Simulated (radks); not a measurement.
Effect of the nuclear size on the osmium ion Os2+, [Xe] 4f14 5d6. Calculated with a radial shooting solver on a logarithmic mesh with Libxc functionals: Dirac Kohn-Sham, BLYP, spin-unpolarised, spherical densities, finite nucleus; open shells fill j = l - 1/2 first; Fermi nuclear charge, rms radius 5.4126 fm. The rms radius is varied about that value; shifts are against it.

rms radius (fm) = 4.8497: total energy shift (eV) -14.3; density at nucleus (e/bohr^3) 1.745e+06; 1s1/2 shift (meV) -5760; 2s1/2 shift (meV) -828; 5s1/2 shift (meV) -8.58; 5p1/2 shift (meV) -0.087; 5d5/2 shift (meV) 0.085; 6s1/2 (empty) shift (meV) -1.13; 6p1/2 (empty) shift (meV) -0.045
rms radius (fm) = 4.8768: total energy shift (eV) -13.6; density at nucleus (e/bohr^3) 1.741e+06; 1s1/2 shift (meV) -5490; 2s1/2 shift (meV) -789; 5s1/2 shift (meV) -8.18; 5p1/2 shift (meV) -0.084; 5d5/2 shift (meV) 0.081; 6s1/2 (empty) shift (meV) -1.08; 6p1/2 (empty) shift (meV) -0.043
rms radius (fm) = 5.4126: total energy shift (eV) 0; density at nucleus (e/bohr^3) 1.676e+06; 1s1/2 shift (meV) 0.000; 2s1/2 shift (meV) 0.000; 5s1/2 shift (meV) 0.000; 5p1/2 shift (meV) 0.000; 5d5/2 shift (meV) 0.000; 6s1/2 (empty) shift (meV) 0.000; 6p1/2 (empty) shift (meV) 0.000
rms radius (fm) = 5.8294: total energy shift (eV) 11.2; density at nucleus (e/bohr^3) 1.63e+06; 1s1/2 shift (meV) 4520; 2s1/2 shift (meV) 649; 5s1/2 shift (meV) 6.73; 5p1/2 shift (meV) 0.069; 5d5/2 shift (meV) -0.067; 6s1/2 (empty) shift (meV) 0.888; 6p1/2 (empty) shift (meV) 0.035
rms radius (fm) = 6.5114: total energy shift (eV) 30.7; density at nucleus (e/bohr^3) 1.565e+06; 1s1/2 shift (meV) 12400; 2s1/2 shift (meV) 1780; 5s1/2 shift (meV) 18.4; 5p1/2 shift (meV) 0.191; 5d5/2 shift (meV) -0.183; 6s1/2 (empty) shift (meV) 2.43; 6p1/2 (empty) shift (meV) 0.097

Slopes of the eigenvalues against <r^2> in GHz/fm^2, as finite differences over the two radii next to the reference (eigenvalue slopes, not the field-shift constants of lines): 1s1/2 237000, 2s1/2 34100, 5s1/2 354, 5p1/2 3.63, 5d5/2 -3.50, 6s1/2 (empty) 46.6, 6p1/2 (empty) 1.85.
